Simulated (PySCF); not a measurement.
methyl pivalate (C₆H₁₂O₂), SMILES C(C(C)(C)C)(OC)=O.

The structure is a stationary point at PBE0-D3(BJ)/def2-SVP.

Two levels are set side by side: TDA-PBE/def2-SVP (PySCF) and TDA-PBE0/def2-SVP (PySCF). Vertical, same geometry. The lowest singlet is HOMO→LUMO 100 % with PBE and HOMO→LUMO 98 % with the other functional; states are paired by order. Differences are taken from unrounded values.

| quantity | TDA-PBE0 | TDA-PBE | TDA-PBE minus TDA-PBE0 |
|---|---|---|---|
| lowest singlet excitation (eV) | 5.92 | 5.66 | -0.25 |
| lowest triplet excitation (TDA) (eV) | 5.30 | 5.08 | -0.22 |
| first bright state (f over 0.05) (eV) | 8.41 | 7.59 | -0.82 |
| its oscillator strength | 0.10 | 0.06 | -0.04 |

Functionals without exact exchange tend to place singlet excitations lower, as here. Differences between two approximate levels are no errors against the true value.

Rough cost on one machine, each run with all the roots and properties that it gave: TDA-PBE0 against TDA-PBE within a factor of 2.
